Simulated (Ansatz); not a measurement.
```yaml
crystal:
  periodic: [false, false, false]
  atoms:
    - {symbol: N, position_ang: [-0.822290, 1.569615, -0.292038]}
    - {symbol: Si, position_ang: [-0.423924, 0.041215, 0.339608]}
    - {symbol: N, position_ang: [0.282954, 0.313843, 1.868657]}
    - {symbol: Si, position_ang: [0.812820, -1.108014, -1.283193]}
    - {symbol: D, position_ang: [-2.030380, -1.212890, 0.773139]}
    - {symbol: H, position_ang: [-1.302242, 2.241893, 0.287115]}
    - {symbol: H, position_ang: [-1.054146, 1.681305, -1.265598]}
    - {symbol: H, position_ang: [0.259247, -0.401111, 2.576223]}
    - {symbol: H, position_ang: [1.085699, 0.915649, 1.956829]}
    - {symbol: H, position_ang: [2.130913, -0.449927, -1.506250]}
    - {symbol: H, position_ang: [0.085660, -1.140462, -2.583401]}
    - {symbol: H, position_ang: [1.052587, -2.506418, -0.837191]}
basis:
  gaussian: {orbitals: def2-mTZVPP, nuclear_model: gaussian}
hamiltonian: {xc: {name: PBEsol}, dispersion: d3bj}
output: {forces: true}
```

```sh
$ ansatz run in.yaml --threads 4 --pin off --events-out ev --progress --plain --max-ram 10444MiB
```

Output, abridged:

```
Error: YAML parse error: error: line 8 column 16: `D` is not an element symbol (H … Og, case-exact)
 6 |     - {symbol: N, position_ang: [0.282954, 0.313843, 1.868657]}
 7 |     - {symbol: Si, position_ang: [0.812820, -1.108014, -1.283193]}
 8 |     - {symbol: D, position_ang: [-2.030380, -1.212890, 0.773139]}
 9 |     - {symbol: H, position_ang: [-1.302242, 2.241893, 0.287115]}
10 |     - {symbol: H, position_ang: [-1.054146, 1.681305, -1.265598]}
```

Task: Something in this input is off. What?

Result: An element symbol is wrong. The input was rejected before any iteration.
